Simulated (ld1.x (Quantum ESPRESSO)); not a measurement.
# Reading a pseudo-wave (lead (Pb))

Columns: radius, all-electron u(r) and pseudo u(r) of the 5d shell (level -21.18 eV) of lead in the configuration [Xe] 4f14 5d10 6s2 6p2; PBE, scalar-relativistic, PAW scheme, ld1.x (Quantum ESPRESSO) 7.5.

```csv
r (bohr),all-electron,pseudo
0.160,0.1339,0.0064
0.320,-0.4934,0.0478
0.480,-0.1544,0.1450
0.640,0.4037,0.2952
0.800,0.7851,0.4732
0.960,0.9559,0.6405
1.120,0.9795,0.7597
1.280,0.9211,0.8083
1.440,0.8253,0.7857
1.600,0.7183,0.7112
1.760,0.6137,0.6137
1.920,0.5180,0.5180
2.080,0.4336,0.4336
2.240,0.3610,0.3610
2.400,0.2993,0.2993
2.560,0.2474,0.2474
2.720,0.2040,0.2040
2.880,0.1680,0.1680
3.040,0.1382,0.1382
3.200,0.1135,0.1135
3.360,0.0932,0.0932
3.520,0.0764,0.0764
3.680,0.0627,0.0627
3.840,0.0514,0.0514
4.000,0.0421,0.0421
4.160,0.0345,0.0345
```

(1) How many radial nodes do the two functions have?

(2) At about which radius was the pseudo-wave matched?

(3) Is the pseudo-wave norm-conserving?

Answers

(1) The all-electron 5d function has n − l − 1 = 2; the pseudo-wave has 0, since the states of the same l below it are removed with the core.

(2) 1.95 bohr. The columns agree to 0.0005 from 1.76 bohr on; several derivatives are matched, so the curves merge somewhat inside the radius.

(3) No, it belongs to a PAW set: the norm inside the radius is not constrained, and the difference is carried by the augmentation charge.
